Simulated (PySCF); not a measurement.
C4H12GeOSi.
Z-matrix (Å and degrees, PBE0-D3(BJ)/def2-SVP geometry), rows numbered from 1:
```
Ge
O   1  1.7640
Si  2  1.6531  1  152.96
C   3  1.8756  2  111.53  1     1.16
C   4  1.5526  3  119.42  2   -52.80
C   5  1.5399  4   89.04  3   138.72
C   6  1.5399  5   89.21  4   -15.92
H   1  1.5415  2  109.54  3    -3.35
H   1  1.5381  2  107.38  3   116.80
H   1  1.5378  2  107.23  3  -123.47
H   3  1.4972  2  108.62  1   122.09
H   3  1.4973  2  108.66  1  -119.88
H   4  1.1043  3  108.46  2  -179.88
H   5  1.1003  4  117.08  3  -100.31
H   5  1.1022  4  112.46  3    25.28
H   6  1.1009  5  111.64  4    97.12
H   6  1.1010  5  117.60  4  -136.94
H   7  1.1003  4  117.10  3   100.10
H   7  1.1021  4  112.39  3   -25.49
```

Level: CAM-B3LYP/def2-SVPD in PySCF, non-relativistic, on one gas-phase PBE0-D3(BJ)/def2-SVP geometry that isn't relaxed in the solvent. The solvent is an IEF-PCM continuum (van der Waals radii × 1.2), and excitations are vertical TDDFT with non-equilibrium linear response and a frozen core. Specific hydrogen bonds and non-electrostatic terms are outside this model. Spin–orbit coupling is left out although an atom past zinc is present.

Gas-phase singlets (H = HOMO, L = LUMO):

| state | E (eV) | λ (nm) | f | leading configurations |
| --- | --- | --- | --- | --- |
| S1 | 6.804 | 182 | 0.011 | H→L 59%, H→L+1 24% |
| S2 | 6.971 | 178 | 0.000 | H-1→L 68%, H-1→L+1 18% |
| S3 | 7.388 | 168 | 0.006 | H→L+1 57%, H→L+2 18% |
| S4 | 7.659 | 162 | 0.028 | H→L+2 67% |
| S5 | 7.736 | 160 | 0.070 | H-1→L+1 53%, H→L+3 19% |

Q: What are the lowest 5 singlets in dimethylsulfoxide (ε = 46.83)?

A: 
| state | E (eV) | λ (nm) | f | leading configurations | change by rank (eV) |
| --- | --- | --- | --- | --- | --- |
| S1 | 6.794 | 182 | 0.012 | H→L 84% | -0.010 |
| S2 | 7.042 | 176 | 0.000 | H-1→L 86% | +0.071 |
| S3 | 7.429 | 167 | 0.013 | H→L+1 67%, H→L+2 18% | +0.041 |
| S4 | 7.712 | 161 | 0.033 | H→L+2 45%, H-4→L 14% | +0.053 |
| S5 | 7.803 | 159 | 0.103 | H-1→L+1 55%, H→L+3 21% | +0.067 |

Q: How do the frontier levels move from gas to dimethylsulfoxide?

A: 
```csv
orbital,gas (eV),solvent (eV),change (eV)
LUMO+2,1.59,1.70,+0.11
LUMO+1,0.87,1.04,+0.17
LUMO,0.79,0.94,+0.15
HOMO,-8.93,-8.83,+0.10
HOMO-1,-9.50,-9.50,0.00
HOMO-2,-10.17,-9.98,+0.19
HOMO-3,-10.20,-10.02,+0.18
```

The HOMO–LUMO gap goes from 9.72 to 9.77 eV. Rows go by rank; for LUMO, LUMO+1 and LUMO+2 the atom shares or the degeneracy differ between the runs, so the row needn't follow one orbital.
